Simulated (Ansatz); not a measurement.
(H2B-mu-NH2)2 (B2N2H8), 12 atoms. Hardware: 4 threads of Arm Neoverse V1 on a shared host.

How many basis functions does each of these Ansatz runs have, and roughly what does it cost? PBE0-D4/def2-SVP, charge 0 singlet, energy with a search over starts; PBE0-D4/def2-SVP, charge 0 singlet, energy, from earlier orbitals; PBE-D4/def2-SVP, charge 0 singlet, energy, from earlier orbitals; PBE-D4/def2-TZVP, charge 1 doublet at the geometry of the charge 0 singlet, energy, from earlier orbitals; PBE-D4/def2-SVP, charge 0 singlet, relaxation, 5 steps; HF/6-31G, charge 0 singlet, energy; PBE0-D4/def2-TZVP, charge 1 doublet at the geometry of the charge 0 singlet, energy, from earlier orbitals; BHLYP-D4/def2-TZVP, charge 0 singlet, energy, from earlier orbitals; revPBE-D4/def2-TZVP, charge 0 singlet, energy, from earlier orbitals; HF/STO-3G, charge 0 singlet, energy; B3LYP-D4/def2-TZVP, charge 0 singlet, energy, from earlier orbitals; PBE-D4/def2-SVP, charge 0 singlet, frequencies.

Other jobs shared the machine, so times can vary by a factor of up to 3. A dash marks memory too small to be measured apart from the calling script's.

```json
{"run": "HF/STO-3G, charge 0 singlet, energy", "functions": "28", "fitting or Cholesky vectors": "393", "wall time": "0.1 s", "peak host memory (GiB)": "–"}
{"run": "HF/6-31G, charge 0 singlet, energy", "functions": "52", "fitting or Cholesky vectors": "772", "wall time": "0.2 s", "peak host memory (GiB)": "–"}
{"run": "PBE-D4/def2-SVP, charge 0 singlet, energy, from earlier orbitals", "functions": "96", "fitting or Cholesky vectors": "1116", "wall time": "0.8 s", "peak host memory (GiB)": "–"}
{"run": "PBE0-D4/def2-SVP, charge 0 singlet, energy, from earlier orbitals", "functions": "96", "fitting or Cholesky vectors": "1116", "wall time": "0.8 s", "peak host memory (GiB)": "–"}
{"run": "PBE0-D4/def2-SVP, charge 0 singlet, energy with a search over starts", "functions": "96", "fitting or Cholesky vectors": "1116", "wall time": "1.2 s", "peak host memory (GiB)": "–"}
{"run": "revPBE-D4/def2-TZVP, charge 0 singlet, energy, from earlier orbitals", "functions": "172", "fitting or Cholesky vectors": "1000", "wall time": "1.3 s", "peak host memory (GiB)": "–"}
{"run": "BHLYP-D4/def2-TZVP, charge 0 singlet, energy, from earlier orbitals", "functions": "172", "fitting or Cholesky vectors": "1108", "wall time": "1.4 s", "peak host memory (GiB)": "–"}
{"run": "B3LYP-D4/def2-TZVP, charge 0 singlet, energy, from earlier orbitals", "functions": "172", "fitting or Cholesky vectors": "1000", "wall time": "1.6 s", "peak host memory (GiB)": "–"}
{"run": "PBE-D4/def2-TZVP, charge 1 doublet at the geometry of the charge 0 singlet, energy, from earlier orbitals", "functions": "172", "fitting or Cholesky vectors": "1000", "wall time": "2.4 s", "peak host memory (GiB)": "–"}
{"run": "PBE0-D4/def2-TZVP, charge 1 doublet at the geometry of the charge 0 singlet, energy, from earlier orbitals", "functions": "172", "fitting or Cholesky vectors": "1000", "wall time": "2.7 s", "peak host memory (GiB)": "–"}
{"run": "PBE-D4/def2-SVP, charge 0 singlet, relaxation, 5 steps", "functions": "96", "fitting or Cholesky vectors": "1116", "wall time": "5.5 s", "peak host memory (GiB)": "–"}
{"run": "PBE-D4/def2-SVP, charge 0 singlet, frequencies", "functions": "96", "fitting or Cholesky vectors": "1116", "wall time": "37 s", "peak host memory (GiB)": "–"}
```
